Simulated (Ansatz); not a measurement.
Basis-set extrapolation for `B[Si](F)(F)F` (PBE0-D4/def2-TZVP geometry, frozen core, Ansatz 0.2.0). Multiplicity 1, RHF reference.

```tsv
	def2-TZVPP	def2-QZVPP
HF	-613.442760	-613.468273
MP2 correlation	-0.951856	-1.041212
CCSD(T) correlation	-1.000609	not run
```

Energies in hartree. Use E(X) = E(∞) + A·exp(−7.88·√X) for Hartree–Fock and E(X) = E(∞) + B·X^(−2.97) for correlation, with X = 3 and 4, and add CCSD(T) minus MP2 of the smaller set to the MP2 limit.

What is the CCSD(T) energy at the basis-set limit?

HF limit: -613.468273 + (-0.025513) × 0.13774 = -613.47179. MP2 limit: -1.041212 + (-0.089356) × 0.74074 = -1.10740. Higher-order term: -1.000609 − (-0.951856) = -0.04875. Total: -614.62794 hartree, 484.6 kJ/mol below CCSD(T)/def2-TZVPP.
